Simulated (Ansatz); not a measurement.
One change: `B[SiH2]Br` becomes `[BH2][GeH2][Br]`.

Ansatz, PBE0-D4/def2-TZVP geometries, multiplicity 1. 

Scalar relativity is left out up to krypton.

```
                                          property  `B[SiH2]Br`
    zero-point energy (PBE0-D4/def2-TZVP) / kJ/mol         98.4
           HOMO–LUMO gap (ωB97M-V/def2-TZVPP) / eV         9.37
              HOMO–LUMO gap (PBE0/def2-TZVPP) / eV         5.24
                LUMO energy (PBE0/def2-TZVPP) / eV        -2.80
size of the dipole moment (ωB97M-V/def2-TZVPP) / D         1.68
                HOMO energy (PBE0/def2-TZVPP) / eV        -8.04
```

**Question.** What does the change do to each property? (An estimate is asked.)

**Answer.** Ansatz gave: 
| property | `[BH2][GeH2][Br]` | shift |
| --- | --- | --- |
| zero-point energy (PBE0-D4/def2-TZVP) / kJ/mol | 95.2 | -3.2 |
| HOMO–LUMO gap (ωB97M-V/def2-TZVPP) / eV | 9.17 | -0.20 |
| HOMO–LUMO gap (PBE0/def2-TZVPP) / eV | 5.04 | -0.20 |
| LUMO energy (PBE0/def2-TZVPP) / eV | -2.84 | -0.04 |
| size of the dipole moment (ωB97M-V/def2-TZVPP) / D | 2.44 | 0.76 |
| HOMO energy (PBE0/def2-TZVPP) / eV | -7.88 | 0.16 |

Dipoles are sizes alone; their direction can turn.

Spin–orbit coupling is left out; it splits and shifts lone-pair levels of the heavy atoms by tenths of an eV.
